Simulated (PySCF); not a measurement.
## ZnS from Hartree–Fock to correlated methods

State: ¹Σ⁺ (singlet), closed shell. Set-up: Zn def2-TZVPPD, S def2-TZVPPD; no relativity (PySCF 2.14). De refers to Zn + S in their high-spin ground configurations, without counterpoise correction. A positive dipole means Zn(−)S(+).

```json
{"Level": "RHF", "Re (Å)": "2.093", "ωe (cm⁻¹)": "440", "De (eV)": "-0.199", "μ (D)": "-7.40", "CPU s a point (SCF and correlation, without the integrals)": "1.9"}
{"Level": "RHF-MP2", "Re (Å)": "2.049", "ωe (cm⁻¹)": "476", "De (eV)": "1.61", "μ (D)": "n/a", "CPU s a point (SCF and correlation, without the integrals)": "3.2"}
{"Level": "RHF-SCS-MP2", "Re (Å)": "2.068", "ωe (cm⁻¹)": "459", "De (eV)": "1.42", "μ (D)": "n/a", "CPU s a point (SCF and correlation, without the integrals)": "n/a"}
{"Level": "RHF-CCSD", "Re (Å)": "2.079", "ωe (cm⁻¹)": "440", "De (eV)": "1.07", "μ (D)": "n/a", "CPU s a point (SCF and correlation, without the integrals)": "n/a"}
{"Level": "RHF-CCSD(T)", "Re (Å)": "2.078", "ωe (cm⁻¹)": "445", "De (eV)": "1.33", "μ (D)": "n/a", "CPU s a point (SCF and correlation, without the integrals)": "140"}
{"Level": "PBE", "Re (Å)": "2.064", "ωe (cm⁻¹)": "453", "De (eV)": "1.67", "μ (D)": "-5.01", "CPU s a point (SCF and correlation, without the integrals)": "2.7"}
{"Level": "revPBE", "Re (Å)": "2.076", "ωe (cm⁻¹)": "445", "De (eV)": "1.47", "μ (D)": "-5.12", "CPU s a point (SCF and correlation, without the integrals)": "1.8"}
{"Level": "PW91", "Re (Å)": "2.063", "ωe (cm⁻¹)": "453", "De (eV)": "1.68", "μ (D)": "-4.97", "CPU s a point (SCF and correlation, without the integrals)": "2.3"}
{"Level": "r²SCAN", "Re (Å)": "2.040", "ωe (cm⁻¹)": "477", "De (eV)": "1.62", "μ (D)": "-5.34", "CPU s a point (SCF and correlation, without the integrals)": "4"}
{"Level": "TPSSh", "Re (Å)": "2.055", "ωe (cm⁻¹)": "462", "De (eV)": "1.56", "μ (D)": "-5.49", "CPU s a point (SCF and correlation, without the integrals)": "6.3"}
{"Level": "PBE0", "Re (Å)": "2.056", "ωe (cm⁻¹)": "464", "De (eV)": "1.46", "μ (D)": "-5.68", "CPU s a point (SCF and correlation, without the integrals)": "9.7"}
{"Level": "MN15", "Re (Å)": "2.058", "ωe (cm⁻¹)": "453", "De (eV)": "1.42", "μ (D)": "-5.50", "CPU s a point (SCF and correlation, without the integrals)": "6.8"}
{"Level": "BHandHLYP", "Re (Å)": "2.072", "ωe (cm⁻¹)": "448", "De (eV)": "0.98", "μ (D)": "-6.06", "CPU s a point (SCF and correlation, without the integrals)": "4.3"}
{"Level": "ωB97X-V", "Re (Å)": "2.048", "ωe (cm⁻¹)": "473", "De (eV)": "1.42", "μ (D)": "-6.15", "CPU s a point (SCF and correlation, without the integrals)": "13"}
```

The bond length runs from 2.040 Å (r²SCAN) to 2.093 Å (RHF). De spans -0.20 eV (RHF, mean field) to 1.68 eV (PW91, GGA). Correlation at CCSD(T) changes the Hartree–Fock bond energy by +1.53 eV; the triples alone change it by +0.26 eV.

Correlated steps freeze 10 core orbitals. Where the molecule has an RHF reference, its open-shell atoms are computed with UHF. The CCSD T1 diagnostic is raised, a sign that a single reference may not be enough here. A negative De means that the minimum lies above the separated atoms at that level.

The whole job (state search and all levels along the bond) took about 18 min on 2 threads of Arm Neoverse V1 (shared host), peak memory 5.4 GiB.
